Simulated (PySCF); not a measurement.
## Electron correlation in Rh³⁴⁺ (rhodium, charge +34)

[Ne] 3s1, 2S determinant. Calculation: PySCF 2.14, in an uncontracted even-tempered set (18 s from 5.3 bohr⁻², ratio 2.5; 12 p from 6.9 bohr⁻², ratio 2.5; 4 d from 26 bohr⁻², ratio 2.7; 4 f from 39 bohr⁻², ratio 2.7); scalar relativity by spin-free X2C-1e. Frozen: 1s2; 9 electrons correlated; the 22 highest virtual orbitals of each spin left out.

```
  level  correlation energy (mhartree)
   CCSD                        -329.07
    (T)                          -0.14
CCSD(T)                        -329.21
```

Diagnostics: T1 = 0.00011, D1 = 0.0004, largest double amplitude 0.003.

**Question.** Is a single reference adequate?

**Answer.** Yes, within this model without spin-orbit coupling: T1 lies below 0.03 and no double amplitude reaches 0.07.

At this charge the one-electron X2C treatment keeps the bare 1/r₁₂, with no two-electron picture change or Breit term. The effect here is smaller than on the frozen 1s shell; and a scalar Hamiltonian misses the large spin-orbit splitting of the p shells, which matters for ns² → np² pairs.
